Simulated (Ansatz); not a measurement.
Gas-phase electronic energies from Ansatz, PBE0-D4/def2-TZVP geometries. CCSD(T)/CBS adds triple-zeta CCSD(T) − MP2 to the extrapolated MP2 energy (def2 sets, frozen cores). This one scheme is used for every species, atoms too. Functionals use def2-TZVPP. No spin–orbit coupling; open shells (•) take unrestricted orbitals. Spin–orbit coupling would lower the free atoms: a little for Cl. Elements past krypton have def2 core potentials. Bonds to Sn are less sure, by a few kJ/mol each and by 10 to 20 or more in all where they break to atoms, as the def2 sets lack core-valence functions. One conformer a species, not always the lowest.

`[OH][SnH2][Cl]` → Cl• + `[OH][SnH2]`•  (homolysis of the Cl–Sn bond)

`[OH][SnH2][Cl]`:

```xyz
6

O    -1.010    0.531   -1.041
Sn    0.018   -0.132    0.480
Cl    1.773   -1.391   -0.393
H    -0.479    0.997   -1.691
H     0.738    1.154    1.330
H    -1.038   -1.160    1.314
```

`[OH][SnH2]`•:

```xyz
5

O    -0.643    1.157   -0.090
Sn    0.318   -0.449    0.545
H    -1.566    0.990   -0.296
H    -0.072   -1.735   -0.552
H     1.963    0.038    0.394
```

```tsv
level	ΔE (kJ/mol)
LDA (SPW92)	444.1
PBE0-D4	394.2
B2PLYP	384.5
BHLYP	371.5
HF/def2-SVP	294.6
CCSD/def2-SVP	361.1
CCSD(T)/def2-SVP	365.4
SCS-MP2/def2-TZVPP	399.2
```

(1) What does CCSD(T)/CBS give? (Best estimate.)

(2) What do rigid-rotor, harmonic-oscillator terms from PBE0-D4/def2-TZVP frequencies (298.15 K, 1 bar) make of the CCSD(T)/CBS value? (Best estimate.)

Largest T1 diagnostic among the species: 0.017.

Answers

(1) Ansatz gave: +410.7 kJ/mol. The listed levels differ from it by 33.4, -16.5, -26.2, -39.2, -116.1, -49.6, -45.3, -11.5 kJ/mol.

(2) Computed: ΔZPE = -7.9 kJ/mol, ΔH = +405.5 kJ/mol, ΔS = 130 J/(mol·K), ΔG = +366.6 kJ/mol. Open shells count their whole term as degenerate.

At CCSD(T), def2-SVP lies −45.3 kJ/mol from the extrapolated value and def2-TZVPP −22.0 kJ/mol: correlation converges slowly with the basis, and small sets miss more of it in the bonded molecule than in its fragments. Leaving LDA and LC-ωPBE aside and taking each functional with its dispersion term where it has one, the values, not all of them listed here, spread over 38.0 kJ/mol, from BLYP-D4 to B97M-V. LDA lies +56.1 kJ/mol from PBE without D4, its usual overbinding.

CCSD(T)/CBS has its own doubt, a few kJ/mol and more with outer-core shells, so smaller differences from it don't rank the levels.
